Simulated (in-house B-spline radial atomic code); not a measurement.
A radial electron density 4πr²n(r) was computed for an atom or ion in its tabulated ground configuration with a B-spline radial code for spherical atoms; method: non-relativistic RPBE, spin-polarised, spherical fractional occupations. Columns: r (bohr), 4πr²n(r) (electrons per bohr), bar.

```
 0.00178    1.225 #
 0.00217    1.768 #
 0.00264    2.527 ##
 0.00322    3.602 ###
 0.00393    5.091 ####
 0.00479    7.097 ######
 0.00584    9.762 ########
 0.00712     13.2 ###########
 0.00868    17.49 ##############
  0.0106    22.64 ##################
  0.0129    28.33 #######################
  0.0157     34.2 ############################
  0.0192     39.7 ################################
  0.0234    43.69 ###################################
  0.0285    45.44 #####################################
  0.0348    44.59 ####################################
  0.0424    41.78 ##################################
  0.0517    38.78 ###############################
   0.063    38.05 ###############################
  0.0768    41.31 #################################
  0.0937    47.83 #######################################
   0.114    53.74 ###########################################
   0.139    54.44 ############################################
    0.17    47.82 #######################################
   0.207    38.04 ###############################
   0.253       32 ##########################
   0.308    33.51 ###########################
   0.375    38.19 ###############################
   0.458    38.24 ###############################
   0.558    30.53 #########################
   0.681    19.23 ################
    0.83    10.73 #########
    1.01    7.255 ######
    1.23    6.659 #####
     1.5    6.079 #####
    1.83    4.459 ####
    2.24    2.452 ##
    2.73     1.02 #
    3.32   0.3247 
    4.05  0.07342 
    4.94  0.01071 
    6.03 0.000917
```

(1) Which atom or ion is it?
A. Br+
B. Rb+
C. Rb2+
D. Sr+

Answers

(1) B. The area under the curve, ∫4πr²n dr = ∫r·4πr²n d(ln r) on this logarithmic grid, is 36 electrons, which only this option has. The configuration is [Ar] 3d10 4s2 4p6.
